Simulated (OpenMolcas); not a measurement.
**Br II: Slater's ratio, thermal populations, worked from levels**

| Property | Result |
| --- | --- |
| Program | OpenMolcas |
| Basis | ANO-RCC-VTZP [6s5p3d1f] |
| Scalar Hamiltonian | DKH2, point nucleus |
| Active space | 6 electrons in 8 orbitals (4s 4p 5s 5p) |
| State averaging | 2S+1 = 3 even, 3 roots; 2S+1 = 1 even, 6 roots; 2S+1 = 3 odd, 1 root; 2S+1 = 1 odd, 5 roots |
| Spin-orbit coupling | RASSI with atomic mean-field integrals over the reference wave functions, term energies averaged over their components |

Methods: CASSCF; SS-CASPT2, IPEA 0.25 Eh, imaginary shift 0.1 Eh (closed shells correlated: 3d). Measured levels: NIST Handbook of Basic Atomic Spectroscopic Data.

**Slater's ratio.** With one set of orbitals, p4 has 1D - 3P = 6 F2 and 1S - 1D = 9 F2 (F2 = F²/25), a ratio of 3/2. Term energies are centres of gravity, weighted by 2J + 1.

```csv
Source,1D - 3P,1S - 3P,F2 from the first,Ratio
CASSCF,12944,24747,2157,0.912
SS-CASPT2,11350,27017,1892,1.380
measured,10617,26395,1770,1.486
```

Energies in cm-1. A ratio away from 3/2 shows effects beyond one configuration with one set of orbitals, and in heavier atoms second-order spin-orbit shifts. In CASSCF the valence s occupation is 1.95 in 1S against 2.00 in 1D: mixing out of s² acts most on 1S and pulls it down.

**Thermal populations.** Z = Σ (2J + 1) exp(-E/kT) with k = 0.695035 cm-1/K, over the levels below. No other level of either list lies under 90000 cm-1, which is above 7 kT at each temperature.

```
      Level  2J + 1  SS-CASPT2  measured
4s2 4p4 3P2       5        0.0       0.0
4s2 4p4 3P1       3       2800      3136
4s2 4p4 3P0       1       3520      3837
4s2 4p4 1D2       5      12670     12089
4s2 4p4 1S0       1      28340     27867
```

| T (K) | Z, SS-CASPT2 | Z, measured levels | Ground level (%), SS-CASPT2 | Ground level (%), measured levels |
| --- | --- | --- | --- | --- |
| 5000 | 6.834 | 6.703 | 73.2 | 74.6 |
| 8000 | 7.862 | 7.783 | 63.6 | 64.2 |
| 12000 | 8.928 | 8.900 | 56.0 | 56.2 |

At 12000 K, kT = 8340 cm-1, and the computed levels give Z = 5.000 + 2.144 + 0.656 + 1.095 + 0.033 = 8.928.

CASPT2 breaks the degeneracy within a term, and the mean is taken; among the terms shown or strongly mixed into the levels shown the widest spread is 62 cm-1 (4s2 4p4 1D, SS-CASPT2). The run also gave levels led by 4s2 4p3 5s, which use shells meant for correlation; these and all levels above them are left out. Without dynamic correlation excited terms often stand tens of per cent too high (terms of higher spin than the ground term too low), and those without a measured partner can miss by more than the paired ones (holds for CASSCF). Measured partners are found by configuration, term and J. A level has none where our copy of the source lacks it or the pairing is in doubt (some pairs that miss far off the trend of their configuration count as doubtful), and it then counts in no deviation. Levels of configurations outside the active space are missing.
